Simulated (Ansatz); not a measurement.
`N=C([SiH3])S`. Charge 0, multiplicity 1. All single points use the PBE0-D4/def2-TZVP geometry. It is one conformer, not always the lowest.

```xyz
9

N     1.060   -0.927   -1.193
C     0.279   -0.089   -0.654
Si   -0.172   -0.313    1.172
S    -0.373    1.325   -1.513
H     1.270   -0.722   -2.172
H     0.511    0.749    1.954
H     0.247   -1.659    1.620
H    -1.640   -0.131    1.322
H    -1.181    1.766   -0.536
```

(1) What is the dipole moment at r2SCAN/def2-TZVPP? (Best estimate.)

(2) And with PBE, B3LYP, ωB97M-V? (Estimate.)

(3) Give the Mulliken charges with r2SCAN, PBE, ωB97M-V in def2-TZVPP. (Estimate.)

Answers

(1) Computed: 1.50 D, with components (-0.97, 1.09, 0.36) D in this frame, pointing from negative to positive charge.

(2) The calculation gave: PBE 1.45 D, B3LYP 1.53 D, ωB97M-V 1.52 D.

(3) Computed: 
| atom | r2SCAN | PBE | ωB97M-V |
| --- | --- | --- | --- |
| N1 | -0.30 | -0.23 | -0.23 |
| C2 | 0.04 | 0.02 | -0.02 |
| Si3 | 0.29 | 0.20 | 0.16 |
| S4 | -0.11 | -0.12 | -0.09 |
| H5 | 0.14 | 0.14 | 0.11 |
| H6 | -0.05 | -0.04 | -0.01 |
| H7 | -0.05 | -0.03 | 0.00 |
| H8 | -0.06 | -0.05 | -0.02 |
| H9 | 0.10 | 0.11 | 0.11 |

B3LYP here is the variant with VWN-RPA as its local correlation; programs differ in this.
